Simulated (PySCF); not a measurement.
Level of theory: PBE0 in PySCF with W def2-SVP with ECP60, O def2-SVP, I def2-SVP with ECP28; scalar-relativistic core potentials, no spin–orbit coupling; density-fitted integrals. Open shells, if any, are unrestricted.

Question: What shape and geometry does isolated singlet WO₂I₂ take (every ligand bound to W)?

Answer: Formally W is in oxidation state +6, d0. The polar-tensor charge on W, 1.86, is far below the formal one. The lowest minimum found is a singlet of C2v symmetry with W–I 2.619 Å (×2), W–O 1.693 Å (×2); I–W–I 114.7°, I–W–O 108.8° (×4), O–W–O 106.6°. Its harmonic wavenumbers are 56 (a1), 127 (b2), 181 (b1), 192 (a2), 197 (a1), 270 (b1), 364 (a1), 1018 (b2), 1058 (a1) cm⁻¹ and its dipole moment is 2.34 D.

Only a few start shapes were tried, so a lower isomer may exist. No spin–orbit coupling is included, which matters more the heavier the element.
